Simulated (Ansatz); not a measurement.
One change: `B[SiH2]CS[SiH3]` becomes `[SiH3]BCS[SiH3]`.

Ansatz, PBE0-D4/def2-TZVP geometries, multiplicity 1. Each molecule was computed in one conformer, which needn't be the lowest.

| property | `B[SiH2]CS[SiH3]` |
| --- | --- |
| HOMO energy (B3LYP/def2-TZVPP) / eV | -6.53 |
| HOMO energy (ωB97M-V/def2-TZVPP) / eV | -8.90 |
| HOMO–LUMO gap (PBE/def2-TZVPP) / eV | 2.07 |
| HOMO–LUMO gap (PBE0/def2-TZVPP) / eV | 4.22 |
| size of the dipole moment (ωB97M-V/def2-TZVPP) / D | 1.47 |
| HOMO–LUMO gap (B3LYP/def2-TZVPP) / eV | 3.80 |

(1) What does the change do to each property? (Estimate.)

Answers

(1) Ansatz gave: 
```tsv
property	`[SiH3]BCS[SiH3]`	shift
HOMO energy (B3LYP/def2-TZVPP) / eV	-6.84	-0.31
HOMO energy (ωB97M-V/def2-TZVPP) / eV	-9.27	-0.37
HOMO–LUMO gap (PBE/def2-TZVPP) / eV	2.73	0.66
HOMO–LUMO gap (PBE0/def2-TZVPP) / eV	4.89	0.67
size of the dipole moment (ωB97M-V/def2-TZVPP) / D	1.76	0.29
HOMO–LUMO gap (B3LYP/def2-TZVPP) / eV	4.47	0.67
```

With PBE0 the HOMO falls by 0.32 eV and the LUMO rises by 0.34 eV, so the gap widens by about 0.66 eV. PBE moves the HOMO by -0.28 eV and ωB97M-V by -0.37 eV. Dipoles are sizes alone; their direction can turn.

B3LYP here is the variant with VWN-RPA as its local correlation; programs differ in this.
